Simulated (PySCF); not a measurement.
A geometry optimisation on `C=COC(=O)CC(F)=C(F)F`.

Method: PBE0-D3(BJ)/def2-SVP geometry optimisation, gas phase (PySCF 2.14.0). Start geometry: GFN2-xTB. The input is one job of a driver script: a line of settings, then coordinates in Å.

Input:
```
{"job": {"xc": "PBE0", "basis": "def2-SVP", "d3": "d3bj", "grid": 1, "kind": "geom"}, "charge": 0, "multiplicity": 1}
C      3.597014     0.117610    -0.465575
C      2.481178    -0.076654     0.209201
O      1.251755     0.117098    -0.391308
C      0.147150    -0.086165     0.333323
O      0.120492    -0.436306     1.477449
C     -1.086757     0.219936    -0.518925
C     -2.310622    -0.409752     0.058113
F     -2.603908    -1.638828    -0.402060
C     -3.065452     0.123452     1.010951
F     -4.138248    -0.420005     1.557227
F     -2.847329     1.338843     1.496474
H      3.581483     0.430865    -1.494211
H      4.551246    -0.033689     0.001176
H      2.432205    -0.389235     1.243869
H     -1.198873     1.305584    -0.554107
H     -0.918933    -0.153811    -1.529756
```

Output:
```
step   0  E = -680.35210822  max force = 0.017466
step   1  E = -680.35366844  max force = 0.005107
step   2  E = -680.35378463  max force = 0.005887
step   3  E = -680.35415850  max force = 0.004496
step   4  E = -680.35412883  max force = 0.003799
step   5  E = -680.35435608  max force = 0.001363
step   6  E = -680.35437548  max force = 0.002670
step   7  E = -680.35446433  max force = 0.001512
step   8  E = -680.35453532  max force = 0.000822
step   9  E = -680.35467893  max force = 0.001130
step  10  E = -680.35469049  max force = 0.002830
step  11  E = -680.35476239  max force = 0.001236
step  12  E = -680.35481335  max force = 0.000794
step  13  E = -680.35487721  max force = 0.000990
step  14  E = -680.35494618  max force = 0.001065
step  15  E = -680.35501532  max force = 0.001181
step  16  E = -680.35503162  max force = 0.000396
step  17  E = -680.35504461  max force = 0.000406
optimisation converged
```

Energies in Eh; «max force» is the largest Cartesian gradient component in Eh/bohr.

Question: Give the first gradient maximum in eV/Å.

Answer: With 1 Eh/bohr = 51.422 eV/Å, 0.898 eV/Å.

Question: At which steps does the energy rise by more than 1e-5 Eh?

Answer: At step 4 (+0.03 mEh).

In short: final energy -680.35504 Eh after 17 steps; dipole 2.70 D.

Question: Where do the atoms end?

Answer: 0.244 Å rms from the input after alignment:
```
atom  x, y, z in Å
C1     3.5811    0.0520   -0.7175
C2     2.5137   -0.2185    0.0251
O3     1.2554    0.0735   -0.4376
C4     0.2005   -0.1923    0.3605
O5     0.2799   -0.6795    1.4502
C6    -1.0793    0.2423   -0.3199
C7    -2.2833   -0.3414    0.3127
F8    -2.4530   -1.6531    0.1451
C9    -3.1700    0.3355    1.0398
F10   -4.2197   -0.1897    1.6095
F11   -3.0778    1.6271    1.2581
H12    3.4859    0.5111   -1.7037
H13    4.5746   -0.1894   -0.3392
H14    2.5327   -0.6763    1.0167
H15   -1.1213    1.3418   -0.2834
H16   -1.0258   -0.0340   -1.3852
```

Time: 4.7 min of wall time. Hardware: an x86-64 server with one thread, on a shared host.
Labels such as C1 count atoms from 1, the log's own numbers from 0.
